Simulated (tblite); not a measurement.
C₂H₆OS, charge +1, doublet, geometry from GFN2-xTB (a state made from the parent by changing its charge; the spin is typed, not shown lowest); GFN1-xTB in tblite 0.6.0.

tblite was given this input:
```
$ tblite run mol.xyz --method gfn1 --charge 1 --spin 1 --json tblite.json --no-restart

# file mol.xyz
10

C     -1.30956027     0.64165426    -0.78188424
S      0.00505826    -0.41669803    -0.07959067
C      1.54492139     0.56256668    -0.18640788
O     -0.28988667    -0.66512662     1.30126565
H     -2.25756047     0.11057683    -0.72631947
H     -1.06745328     0.86084288    -1.81688002
H     -1.37449429     1.55165765    -0.18678638
H      1.41487689     1.47437405     0.39510721
H      2.36213553    -0.01741859     0.23740007
H      1.74849007     0.78282306    -1.22944318
```

What does tblite print? Leave out banner, timings and long lists.


```
xTB calculator
 | screened Coulomb repulsion
 | Coulomb electrostatics
 |  * isotropic Klopman-Ohno-Mataga-Nishimoto electrostatics
 |  * onsite third-order electrostatics
 | DFT-D3(BJ) dispersion correction

halogen bonding energy    0.0000000000000E+00 Eh
repulsion energy          1.4333298030783E-01 Eh
dispersion energy        -2.9998280531800E-03 Eh
number of electrons       2.5000000000000E+01 e
integral cutoff           1.9731147476801E+01 bohr

------------------------------------------------------------
  cycle        total energy    energy error   density error
------------------------------------------------------------
      1     -14.94446368030  -1.5084797E+01   5.6198386E-01
      2     -15.01451756092  -7.0053881E-02   3.1184413E-01
      3     -15.05935348429  -4.4835923E-02   2.9781668E-01
      4     -15.24296720758  -1.8361372E-01   3.5396239E-02
      5     -15.24566999276  -2.7027852E-03   1.1020465E-02
      6     -15.24570799316  -3.8000394E-05   3.3547960E-03
      7     -15.24574791123  -3.9918078E-05   2.3083172E-03
      8     -15.24576138539  -1.3474156E-05   2.5710158E-04
      9     -15.24576165314  -2.6775295E-07   4.8922298E-05
     10     -15.24576166356  -1.0411679E-08   1.3622093E-05
------------------------------------------------------------

electronic energy        -1.5386094815810E+01 Eh
total energy             -1.5245761663555E+01 Eh

Post processing:
 | Mayer-Wiberg bond orders

[Info] JSON dump of results written to 'tblite.json'
```
